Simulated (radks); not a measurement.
Q: All-electron atom: Al in [Ne] 3s2 3p1 (the NIST ground configuration). Calculated with a radial shooting solver on a logarithmic mesh with Libxc functionals: scalar-relativistic Kohn-Sham, r2SCAN, spin-unpolarised, spherical densities, finite nucleus; meta-GGA in the generalised Kohn-Sham scheme; Fermi nuclear charge, rms radius 3.061 fm. Some entries of the table are withheld. Estimate them.

orbital  occ.  eigenvalue (Ry)  r(max) (bohr)
1s          2        -111.8265        0.07838
2s          2         -8.21682            (1)
2p          6         -5.25447         0.4296
3s          2              (2)          2.102
3p          1         -0.19516          2.634

A: 
(1) 2s r(max) (bohr): 0.4957
(2) 3s eigenvalue (Ry): -0.58623
